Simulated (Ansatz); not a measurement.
Ansatz (a first-principles code) input (CCSD(T)/aug-cc-pV(D+d)Z):
A basis named .json is the Basis Set Exchange file of that set.

Ansatz 0.2 input:
```yaml
crystal:
  periodic: [false, false, false]
  atoms:
    - {symbol: Si, position_ang: [-0.28240955, -0.00421093, 0.04468385]}
    - {symbol: Cl, position_ang: [0.27357850, 1.82524574, -0.68514886]}
    - {symbol: Cl, position_ang: [0.22964948, -1.45668891, -1.30365629]}
    - {symbol: Cl, position_ang: [0.77043710, -0.34560730, 1.77191046]}
    - {symbol: C, position_ang: [-2.07280685, -0.03793685, 0.35390676]}
    - {symbol: H, position_ang: [-2.62357886, 0.85758097, 0.61335500]}
    - {symbol: H, position_ang: [-2.63815300, -0.96114887, 0.32484049]}
basis:
  gaussian:
    orbitals: aug-cc-pV_D+d_Z.json
magnetization: {spin_polarized: true, initial_magnetization: 1}
correlation: {method: ccsd_t, electrons: outside_noble_gas}
output: {forces: true}
```

Output:

```
Functional definition: HF
integrals: 0.99 GiB planned
1654 factors; integrals over basis functions are off by at most 7.9e-4 eV
mean field: 1.73 GiB planned
mean field evaluation 1: about -46437.7496 eV, gradient 1.7e1 eV
mean field evaluation 2: about -46437.7522 eV, gradient 1.7e1 eV
mean field evaluation 4: about -46439.7052 eV, gradient 2.3e0 eV
mean field evaluation 8: about -46439.7552 eV, gradient 1.4e-1 eV
mean field evaluation 16: about -46439.7449 eV, gradient 6.7e-1 eV
mean field -46439.75557395 eV, -1706.6295393459 hartree, gradient 2.5e-6 eV, S^2 0.760292; 0 other end points of the search recorded, 0 dependent functions left out
21 core orbitals not correlated
reference -46439.75557395 eV, -1706.6295393459 hartree; 16, 15 occupied and 132, 133 virtual orbitals, 1654 factors
too little memory for Intel AMX tiles; the run may be slower
densities: 6.88 GiB planned
second order -17.92246064 eV of doubles, -0.00000000 eV of singles
coupled cluster: 3.73 GiB planned
cycle   1  -19.00840490 eV  change    -1.1e0 eV  update   8.9e-2
cycle   2  -19.39648822 eV  change   -3.9e-1 eV  update   2.6e-2
cycle   3  -19.47750981 eV  change   -8.1e-2 eV  update   1.3e-2
cycle   4  -19.47719215 eV  change    3.2e-4 eV  update   3.8e-3
cycle   5  -19.47597567 eV  change    1.2e-3 eV  update   1.8e-3
cycle   6  -19.47618463 eV  change   -2.1e-4 eV  update   6.3e-4
cycle   7  -19.47645247 eV  change   -2.7e-4 eV  update   2.8e-4
cycle   8  -19.47650886 eV  change   -5.6e-5 eV  update   9.8e-5
cycle   9  -19.47649279 eV  change    1.6e-5 eV  update   4.3e-5
cycle  10  -19.47647810 eV  change    1.5e-5 eV  update   1.4e-5
cycle  11  -19.47647824 eV  change   -1.4e-7 eV  update   6.1e-6
cycle  12  -19.47647965 eV  change   -1.4e-6 eV  update   2.6e-6
perturbative correction -0.63413175 eV, -0.0233039120 hartree
the calculation of the forces begins
Total energy: -46459.86618535 eV, -1707.3685906833 hartree
Atom 0 at    -0.282410    -0.004211     0.044684 Å, force     0.079253    -0.000004    -0.002180 eV/Å
Atom 1 at     0.273579     1.825246    -0.685149 Å, force     0.083946     0.308896    -0.118973 eV/Å
Atom 2 at     0.229649    -1.456689    -1.303656 Å, force     0.077094    -0.246721    -0.223292 eV/Å
Atom 3 at     0.770437    -0.345607     1.771910 Å, force     0.182271    -0.058297     0.292666 eV/Å
Atom 4 at    -2.072807    -0.037937     0.353907 Å, force     0.100576     0.012790    -0.085051 eV/Å
Atom 5 at    -2.623579     0.857581     0.613355 Å, force    -0.258222     0.450876     0.141424 eV/Å
Atom 6 at    -2.638153    -0.961149     0.324840 Å, force    -0.264919    -0.467540    -0.004595 eV/Å
Dipole moment:    -0.381008    -0.006580     0.065342 e Å
```

It need not be the lowest isomer of its formula.
